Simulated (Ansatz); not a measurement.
Consider the formal exchange of groups at the Se–Si bond: `[SeH][Si]([SeH])([SeH])[SeH]` + `CC[TeH]` → `CC([SeH])[TeH]` + `[SeH][SiH]([SeH])[SeH]`.

Isolated molecules relaxed with PBE0-D4/def2-TZVP in Ansatz; ΔE leaves out vibrations. CCSD(T)/CBS is the MP2 limit (def2-TZVPP, def2-QZVPP) plus CCSD(T) − MP2 in def2-TZVPP, frozen cores. DFT in def2-TZVPP. B3LYP here is the variant with VWN-RPA as its local correlation; programs differ in this. def2 core potentials past Kr. For Se, Te outer-core shells are correlated without core-valence functions, which leaves a few kJ/mol of doubt a bond. Scalar relativity is left out up to krypton. One conformer a species, not always the lowest.

| level | ΔE (kJ/mol) |
| --- | --- |
| B3LYP-D4 | 112.0 |
| SCS-MP2/def2-QZVPP | 104.5 |

**Question.** What does CCSD(T)/CBS give? (An estimate is asked.)

**Answer.** The calculation gave: +107.2 kJ/mol. The listed levels differ from it by 4.8, -2.7 kJ/mol.

Largest T1 diagnostic among the species: 0.010.

The D4 term adds +4.3 kJ/mol with B3LYP and +2.5 kJ/mol with PBE0; it sums over pairs of atoms, weighted by their polarisabilities, and B3LYP, whose exchange is more repulsive, gets the larger term.
